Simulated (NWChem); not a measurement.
Everything below was run with NWChem. System: C₂H₄I, charge -1, spin multiplicity 1, at the geometry of a parent with another charge or spin, in a state set for the comparison that need not be this species' ground state.

Job file:

```
start mol
memory heap 200 mb stack 900 mb global 1100 mb
charge -1
geometry units angstroms nocenter noautoz noautosym
  C     -2.409669     0.253318     0.595535
  C     -1.056417     0.851075     0.601592
  I      0.566494    -0.166782    -0.183124
  H     -3.075314     0.828196     1.259321
  H     -2.867605     0.258636    -0.413210
  H     -2.401702    -0.794217     0.936586
  H     -0.883043     1.920489     0.740114
end
basis spherical
  * library def2-svpd
end
ecp
  I library def2-ecp
end
dft
  xc becke88 lyp
  semidirect memsize 60000000 filesize 0
  iterations 100
end
task dft energy
```

The output up to the point where the run's verdict is printed (cleaned and shortened):

```
             Northwest Computational Chemistry Package (NWChem) 7.3.0
             --------------------------------------------------------

                                NWChem Input Module
                                -------------------

 Scaling coordinates for geometry "geometry" by  1.889725989
 (inverse scale =  0.529177249)

                             Geometry "geometry" -> ""
                             -------------------------

 Output coordinates in angstroms (scale by  1.889725989 to convert to a.u.)

  No.       Tag          Charge          X              Y              Z
 ---- ---------------- ---------- -------------- -------------- --------------
    1 C                    6.0000    -2.40966900     0.25331800     0.59553500
    2 C                    6.0000    -1.05641700     0.85107500     0.60159200
    3 I                   53.0000     0.56649400    -0.16678200    -0.18312400
    4 H                    1.0000    -3.07531400     0.82819600     1.25932100
    5 H                    1.0000    -2.86760500     0.25863600    -0.41321000
    6 H                    1.0000    -2.40170200    -0.79421700     0.93658600
    7 H                    1.0000    -0.88304300     1.92048900     0.74011400

 Effective nuclear repulsion energy (a.u.)     201.2742374486

            Nuclear Dipole moment (a.u.)
            ----------------------------
        X                 Y               Z
 ---------------- ---------------- ----------------
     0.0000037795     0.0000302356     0.0000018897


 Summary of "ao basis" -> "" (spherical)
 ------------------------------------------------------------------------------
       Tag                 Description            Shells   Functions and Types
 ---------------- ------------------------------  ------  ---------------------
 *                         def2-svpd                  on all atoms

                                 NWChem DFT Module
                                 -----------------

 Summary of "ao basis" -> "ao basis" (spherical)
 ------------------------------------------------------------------------------
[...]
 d= 0,ls=0.5,diis    52   -376.1024961572 -1.12D-05  1.65D-04  9.02D-05    23.4
 d= 0,ls=0.5,diis    53   -376.1025049322 -8.78D-06  1.54D-04  8.07D-05    23.8
 d= 0,ls=0.5,diis    54   -376.1025132069 -8.27D-06  1.43D-04  7.03D-05    24.3
 d= 0,ls=0.5,diis    55   -376.1025214175 -8.21D-06  1.35D-04  5.71D-05    24.7
 d= 0,ls=0.5,diis    56   -376.1025283427 -6.93D-06  1.28D-04  4.87D-05    25.1
 d= 0,ls=0.5,diis    57   -376.1025343072 -5.96D-06  1.23D-04  4.30D-05    25.6
 d= 0,ls=0.5,diis    58   -376.1025395949 -5.29D-06  1.17D-04  3.80D-05    26.0
 d= 0,ls=0.5,diis    59   -376.1025443931 -4.80D-06  1.16D-04  3.34D-05    26.5
 d= 0,ls=0.5,diis    60   -376.1025483635 -3.97D-06  1.12D-04  3.14D-05    26.9
 d= 0,ls=0.5,diis    61   -376.1025519070 -3.54D-06  1.07D-04  2.96D-05    27.4
 d= 0,ls=0.5,diis    62   -376.1025552334 -3.33D-06  1.05D-04  2.72D-05    27.8
 d= 0,ls=0.5,diis    63   -376.1025580130 -2.78D-06  1.01D-04  2.63D-05    28.2
 d= 0,ls=0.5,diis    64   -376.1025606800 -2.67D-06  9.84D-05  2.47D-05    28.6
 d= 0,ls=0.5,diis    65   -376.1025630407 -2.36D-06  9.17D-05  2.36D-05    29.1
 d= 0,ls=0.5,diis    66   -376.1025653100 -2.27D-06  8.85D-05  2.19D-05    29.5
 d= 0,ls=0.5,diis    67   -376.1025673284 -2.02D-06  8.54D-05  2.06D-05    30.0
 d= 0,ls=0.5,diis    68   -376.1025693633 -2.03D-06  8.53D-05  1.84D-05    30.4
 d= 0,ls=0.5,diis    69   -376.1025709695 -1.61D-06  8.01D-05  1.77D-05    30.8
 d= 0,ls=0.5,diis    70   -376.1025726252 -1.66D-06  7.47D-05  1.61D-05    31.2
 d= 0,ls=0.5,diis    71   -376.1025742139 -1.59D-06  7.04D-05  1.43D-05    31.7
 d= 0,ls=0.5,diis    72   -376.1025757368 -1.52D-06  6.59D-05  1.24D-05    32.1
 d= 0,ls=0.5,diis    73   -376.1025770577 -1.32D-06  6.17D-05  1.11D-05    32.5
 d= 0,ls=0.5,diis    74   -376.1025782873 -1.23D-06  5.76D-05  9.70D-06    33.0
 d= 0,ls=0.5,diis    75   -376.1025793634 -1.08D-06  5.43D-05  8.66D-06    33.4
 d= 0,ls=0.5,diis    76   -376.1025804409 -1.08D-06  5.10D-05  7.22D-06    33.8
 d= 0,ls=0.5,diis    77   -376.1025813841 -9.43D-07  4.79D-05  6.17D-06    34.2
 d= 0,ls=0.5,diis    78   -376.1025822140 -8.30D-07  4.55D-05  5.38D-06    34.6
 d= 0,ls=0.5,diis    79   -376.1025829937 -7.80D-07  4.31D-05  4.46D-06    35.1
 d= 0,ls=0.5,diis    80   -376.1025836891 -6.95D-07  4.09D-05  3.75D-06    35.5
 d= 0,ls=0.5,diis    81   -376.1025843069 -6.18D-07  3.91D-05  3.18D-06    35.9
 d= 0,ls=0.5,diis    82   -376.1025848508 -5.44D-07  3.77D-05  2.76D-06    36.3
 d= 0,ls=0.5,diis    83   -376.1025852997 -4.49D-07  3.66D-05  2.63D-06    36.7
 d= 0,ls=0.5,diis    84   -376.1025856902 -3.90D-07  3.62D-05  2.53D-06    37.1
 d= 0,ls=0.5,diis    85   -376.1025860063 -3.16D-07  3.53D-05  2.65D-06    37.5
 d= 0,ls=0.5,diis    86   -376.1025863146 -3.08D-07  3.38D-05  2.60D-06    38.0
 d= 0,ls=0.5,diis    87   -376.1025866088 -2.94D-07  3.26D-05  2.47D-06    38.4
 d= 0,ls=0.5,diis    88   -376.1025868751 -2.66D-07  3.16D-05  2.38D-06    38.8
 d= 0,ls=0.5,diis    89   -376.1025871265 -2.51D-07  3.03D-05  2.24D-06    39.2
 d= 0,ls=0.5,diis    90   -376.1025873605 -2.34D-07  2.83D-05  2.08D-06    39.6
 d= 0,ls=0.5,diis    91   -376.1025875796 -2.19D-07  2.95D-05  1.90D-06    40.1
 d= 0,ls=0.5,diis    92   -376.1025877928 -2.13D-07  2.79D-05  1.66D-06    40.5
 d= 0,ls=0.5,diis    93   -376.1025880022 -2.09D-07  2.52D-05  1.42D-06    40.9
 d= 0,ls=0.5,diis    94   -376.1025881657 -1.63D-07  2.40D-05  1.36D-06    41.3
 d= 0,ls=0.5,diis    95   -376.1025883099 -1.44D-07  2.25D-05  1.30D-06    41.8
 d= 0,ls=0.5,diis    96   -376.1025884518 -1.42D-07  2.11D-05  1.19D-06    42.2
 d= 0,ls=0.5,diis    97   -376.1025885856 -1.34D-07  2.01D-05  1.06D-06    42.6
 d= 0,ls=0.5,diis    98   -376.1025887006 -1.15D-07  1.92D-05  9.87D-07    43.1
 d= 0,ls=0.5,diis    99   -376.1025887974 -9.68D-08  1.81D-05  9.57D-07    43.5
 d= 0,ls=0.5,diis   100   -376.1025888926 -9.52D-08  1.71D-05  8.83D-07    43.9
```

Convergence was not reached. The next line reads: Calculation failed to converge. NWChem stopped with the message: dft energy failed.
